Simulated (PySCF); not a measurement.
C2H7Al, singlet, at a GFN2-xTB geometry (such geometries of metal compounds can be far from the true shape), atoms displaced at random by about 0.08 Å a coordinate; PBE/STO-3G, gradient run with PySCF.

Here is a job for PySCF.
```python
from pyscf import gto, scf, dft

mol = gto.Mole()
mol.atom = '''
    Al    0.326296   -0.172985   -0.203075
    C    -0.504680   -1.644528    0.570010
    H    -0.036374   -2.719126    0.176381
    H    -1.602085   -1.559444    0.307278
    H    -0.415552   -1.780630    1.487963
    C     0.098279    1.726040   -0.043716
    H     0.706503    2.373304   -0.586421
    H    -0.009873    2.014672    1.088915
    H    -0.942176    2.217328   -0.440439
    H     1.652888   -0.213792   -1.171898
'''
mol.basis = 'sto-3g'
mol.charge = 0
mol.spin = 0
mol.verbose = 4
mol.build()

mf = dft.RKS(mol)
mf.xc = 'pbe'
mf.grids.level = 0
mf.kernel()
g = mf.nuc_grad_method()
g.grid_response = True
grad = g.kernel()
```

What the program printed (banner, timings and long lists left out):

```
PySCF version 2.14.0

[INPUT] verbose = 4
[INPUT] num. atoms = 10
[INPUT] num. electrons = 32
[INPUT] charge = 0
[INPUT] spin (= nelec alpha-beta = 2S) = 0
[INPUT] symmetry False subgroup None
[INPUT] Mole.unit = angstrom
[INPUT] Symbol           X                Y                Z      unit          X                Y                Z       unit  Magmom
[INPUT]  1 Al     0.326296000000  -0.172985000000  -0.203075000000 AA    0.616610075541  -0.326894273658  -0.383756132746 Bohr   0.0
[INPUT]  2 C     -0.504680000000  -1.644528000000   0.570010000000 AA   -0.953706980545  -3.107707524179   1.077162788263 Bohr   0.0
[INPUT]  3 H     -0.036374000000  -2.719126000000   0.176381000000 AA   -0.068736898055  -5.138403438184   0.333311783577 Bohr   0.0
[INPUT]  4 H     -1.602085000000  -1.559444000000   0.307278000000 AA   -3.027501878274  -2.946922066596   0.580671264104 Bohr   0.0
[INPUT]  5 H     -0.415552000000  -1.780630000000   1.487963000000 AA   -0.785279470515  -3.364903029184   2.811842553486 Bohr   0.0
[INPUT]  6 C      0.098279000000   1.726040000000  -0.043716000000 AA    0.185720393796   3.261742880044  -0.082611267261 Bohr   0.0
[INPUT]  7 H      0.706503000000   2.373304000000  -0.586421000000 AA    1.335097176184   4.484894570335  -1.108175083694 Bohr   0.0
[INPUT]  8 H     -0.009873000000   2.014672000000   1.088915000000 AA   -0.018657266028   3.807178310830   2.057751122931 Bohr   0.0
[INPUT]  9 H     -0.942176000000   2.217328000000  -0.440439000000 AA   -1.780454601138   4.190142648330  -0.832309084577 Bohr   0.0
[INPUT] 10 H      1.652888000000  -0.213792000000  -1.171898000000 AA    3.123505634580  -0.404008327623  -2.214566265926 Bohr   0.0

nuclear repulsion = 97.3999300590139
number of shells = 18
number of NR pGTOs = 78
number of NR cGTOs = 26
basis = sto-3g
ecp = {}

******** <class 'pyscf.dft.rks.RKS'> ********
method = RKS
initial guess = minao
damping factor = 0
level_shift factor = 0
DIIS = <class 'pyscf.scf.diis.CDIIS'>
diis_start_cycle = 1
diis_space = 8
diis_damp = 0
SCF conv_tol = 1e-09
SCF conv_tol_grad = None
SCF max_cycles = 50
direct_scf = True
direct_scf_tol = 1e-13
XC library pyscf.dft.libxc version 7.1.2
    S. Lehtola, C. Steigemann, M. J. T. Oliveira, and M. A. L. Marques,  SoftwareX 7, 1–5 (2018)
XC functionals = pbe
    J. P. Perdew, K. Burke, and M. Ernzerhof,  Phys. Rev. Lett. 77, 3865 (1996)
    J. P. Perdew, K. Burke, and M. Ernzerhof,  Phys. Rev. Lett. 78, 1396 (1997)
    J. P. Perdew, K. Burke, and M. Ernzerhof,  Phys. Rev. Lett. 77, 3865 (1996)
    J. P. Perdew, K. Burke, and M. Ernzerhof,  Phys. Rev. Lett. 78, 1396 (1997)
radial grids:
    Treutler-Ahlrichs [JCP 102, 346 (1995); DOI:10.1063/1.469408] (M4) radial grids

becke partition: Becke, JCP 88, 2547 (1988); DOI:10.1063/1.454033
pruning grids: <function nwchem_prune>
grids dens level: 0
symmetrized grids: False
atomic radii adjust function: <function treutler_atomic_radii_adjust>
small_rho_cutoff = 0
Set gradient conv threshold to 3.16228e-05
Initial guess from minao.
tot grids = 8136
init E= -318.348774712441
  HOMO = -0.288857969250582  LUMO = 0.0333651806595849  gap/eV = 8.76814
cycle= 1 E= -318.586541131885  delta_E= -0.238  |g|= 0.527  |ddm|= 3.53
  HOMO = -0.0817962644289083  LUMO = 0.10741745943036  gap/eV = 5.14877
cycle= 2 E= -318.535469706174  delta_E= 0.0511  |g|= 0.659  |ddm|=  1.6
  HOMO = -0.121015642211108  LUMO = 0.118995009283842  gap/eV = 6.53102
cycle= 3 E= -318.674373932623  delta_E= -0.139  |g|= 0.04  |ddm|= 0.911
  HOMO = -0.12405222528088  LUMO = 0.122773842201222  gap/eV = 6.71648
cycle= 4 E= -318.674986782251  delta_E= -0.000613  |g|= 0.00985  |ddm|= 0.0862
  HOMO = -0.124936141123214  LUMO = 0.121320875097899  gap/eV = 6.70099
cycle= 5 E= -318.675018225569  delta_E= -3.14e-05  |g|= 0.00354  |ddm|= 0.0176
  HOMO = -0.12463337839698  LUMO = 0.121108242991615  gap/eV = 6.68697
cycle= 6 E= -318.675022612832  delta_E= -4.39e-06  |g|= 0.000461  |ddm|= 0.00588
  HOMO = -0.124611601943796  LUMO = 0.121203728546196  gap/eV = 6.68898
cycle= 7 E= -318.675022702405  delta_E= -8.96e-08  |g|= 4.38e-05  |ddm|= 0.000861
  HOMO = -0.124624489678786  LUMO = 0.121197091016219  gap/eV = 6.68915
cycle= 8 E= -318.675022703363  delta_E= -9.57e-10  |g|= 3.64e-06  |ddm|= 0.000106
  HOMO = -0.124623532358166  LUMO = 0.121197901310723  gap/eV = 6.68914
Extra cycle  E= -318.675022703367  delta_E= -4.66e-12  |g|= 2.32e-06  |ddm|= 1.29e-05
converged SCF energy = -318.675022703367

******** <class 'pyscf.grad.rks.Gradients'> for <class 'pyscf.dft.rks.RKS'> ********
unit = Eh/Bohr
grid_response = True
--------------- RKS gradients ---------------
         x                y                z
0 Al    -0.0713754852    -0.0344416350     0.0487147861
1 C     0.0160535584     0.0550016822     0.2110927201
2 H     0.0344801976    -0.0656024621    -0.0087234717
3 H    -0.0160476114     0.0140408895    -0.0065135130
4 H    -0.0131860322     0.0139651165    -0.2065002427
5 C     0.1288129030    -0.0142458036    -0.0517281892
6 H    -0.0558120860    -0.0247363325     0.0153423031
7 H    -0.0170801172     0.0019890320     0.0398258658
8 H    -0.0386471087     0.0391590377    -0.0195329416
9 H     0.0328017817     0.0148704753    -0.0219773170
----------------------------------------------
```
